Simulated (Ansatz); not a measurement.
System: CH3F3Si, charge 0, singlet. CH3F3Si (SMILES F[SiH2]C(F)F).
B3LYP-D3(BJ)/def2-TZVP minimum from Ansatz (an electronic-structure program):
```xyz
8

F      1.6181    -0.6368    -0.6736
Si     0.9838     0.4690     0.2887
C     -0.9196     0.2565     0.2969
F     -1.2608    -1.0009     0.7394
F     -1.4243     0.3976    -0.9755
H      1.3066     1.8109    -0.2319
H      1.4871     0.2676     1.6606
H     -1.4451     0.9769     0.9344
```
Charge 0, spin multiplicity 1.

Property: atomisation energy (electronic, to ground-state atoms), in kJ/mol. UHF or UKS for unpaired electrons; spin-orbit terms are left out. CBS(X,Y): correlation extrapolated as X^-3, Hartree-Fock from the larger set. A bracket is a step between two methods taken in the basis named. Functionals run without relativity, which enters their misses. Double hybrids freeze cores in their MP2 part. '+ core + X2C': CCSD(T) terms for core correlation (cc-pwCVTZ, 1s frozen past Ne) and scalar relativity (cc-pVTZ-DK). For partners of very few electrons the exact lower level stands in for a higher one.

CCSD(T)/CBS(cc-pV(T+d)Z,cc-pV(Q+d)Z) + [CCSDT(Q) - CCSD(T)]/cc-pV(D+d)Z + core + X2C (Ansatz) gives 2920.9 kJ/mol.

Q: What does PBE/def2-TZVPD (Ansatz) give here, and how do the other levels compare?

A: PBE gives 2954.8 kJ/mol, 33.9 kJ/mol above it. Differences of the others: B3LYP/def2-TZVPD (Ansatz) -49.0; PBE0/def2-TZVPD (Ansatz) -45.9; wB97M-V/def2-TZVPD (Ansatz) -8.8; B2PLYP/def2-TZVPD (Ansatz) -50.3; CCSD(T)/CBS(cc-pV(T+d)Z,cc-pV(Q+d)Z) + core + X2C (Ansatz) -3.4 kJ/mol. Nearer than PBE: wB97M-V/def2-TZVPD, CCSD(T)/CBS(cc-pV(T+d)Z,cc-pV(Q+d)Z) + core + X2C.
